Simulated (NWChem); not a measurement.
System meant: MoNH2SOF; SMILES [Mo]([F])([SH])(=[NH])=[O]

Here is an NWChem input.

```
start job
memory heap 200 mb stack 900 mb global 1100 mb
geometry units angstroms noautoz
  Mo    -0.008245    -0.259885    -0.014450
  O     -0.890631    -0.715172     1.323374
  N     -0.878344    -0.657020    -1.442388
  H     -1.734425    -1.062664    -1.822066
  F      1.650949    -1.083509    -0.066127
  S      0.130140     2.074254     0.035340
  H      0.078517     2.240173    -1.305346
end
basis spherical
  * library def2-svp
end
ecp
  Mo library def2-ecp
end
dft
  odft
  mult 2
  xc b3lyp
  iterations 150
  mulliken
end
task dft energy
```

End of the output:

```
 Summary of "ao basis" -> "ao basis" (spherical)
 ------------------------------------------------------------------------------
       Tag                 Description            Shells   Functions and Types
 ---------------- ------------------------------  ------  ---------------------
 Mo                         def2-svp                11       31   5s3p2d1f
 O                          def2-svp                 6       14   3s2p1d
 N                          def2-svp                 6       14   3s2p1d
 H                          def2-svp                 3        5   2s1p
 F                          def2-svp                 6       14   3s2p1d
 S                          def2-svp                 8       18   4s3p1d

 Summary of "ao basis" -> "ao basis" (spherical)
 ------------------------------------------------------------------------------
       Tag                 Description            Shells   Functions and Types
 ---------------- ------------------------------  ------  ---------------------
 Mo                         def2-svp                11       31   5s3p2d1f
 O                          def2-svp                 6       14   3s2p1d
 N                          def2-svp                 6       14   3s2p1d
 H                          def2-svp                 3        5   2s1p
 F                          def2-svp                 6       14   3s2p1d
 S                          def2-svp                 8       18   4s3p1d

  number of electrons :                   56
  multiplicity        :                    2
 ------------------------------------------------------------------------
  no. of electrons and multiplicity not compatible                  56
 ------------------------------------------------------------------------
 ------------------------------------------------------------------------
  current input line :
    25: task dft energy
 ------------------------------------------------------------------------
 ------------------------------------------------------------------------
 There is an error in the input file
 ------------------------------------------------------------------------
 For more information see the NWChem manual at https://nwchemgit.github.io

0: no. of electrons and multiplicity not compatible:Received an Error in Communication
```

Task: What is wrong, and how is it mended?

Result: The input was rejected before any calculation. Cause: the multiplicity doesn't fit the number of electrons (an even count wants an odd multiplicity, and the reverse). This input runs:
```
start job
memory heap 200 mb stack 900 mb global 1100 mb
geometry units angstroms noautoz
  Mo    -0.008245    -0.259885    -0.014450
  O     -0.890631    -0.715172     1.323374
  N     -0.878344    -0.657020    -1.442388
  H     -1.734425    -1.062664    -1.822066
  F      1.650949    -1.083509    -0.066127
  S      0.130140     2.074254     0.035340
  H      0.078517     2.240173    -1.305346
end
basis spherical
  * library def2-svp
end
ecp
  Mo library def2-ecp
end
dft
  xc b3lyp
  iterations 150
  mulliken
end
task dft energy
```
It converges to -697.28551 Ha (B3LYP/def2-SVP with def2 effective core potentials on Mo).
